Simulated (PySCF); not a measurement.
oxadisiletane (CH6OSi2), SMILES C1O[SiH2][SiH2]1.

The structure is a stationary point at TPSSh-D3(BJ)/def2-SVP.

Two levels are set side by side: PBE/def2-TZVP (PySCF) and M06-2X/def2-TZVP (PySCF). Same geometry, gas phase. Differences are taken from unrounded values.

| quantity | M06-2X | PBE | PBE minus M06-2X |
|---|---|---|---|
| orbital gap (eV) | 9.07 | 5.20 | -3.87 |
| highest occupied level (eV) | -8.71 | -6.52 | 2.19 |
| lowest empty level (eV) | 0.36 | -1.32 | -1.68 |
| dipole moment (D) | 1.47 | 1.15 | -0.32 |
| mean polarisability (bohr³) | 67.9 | 71.0 | 3.2 |

Without exact exchange PBE keeps part of each electron's self-repulsion, which lifts occupied levels and narrows the gap. Loosely held outer electrons make PBE densities more polarisable. Differences between two approximate levels are no errors against the true value.

Rough cost on one machine, each run with all the roots and properties that it gave: M06-2X against PBE about 3 times.
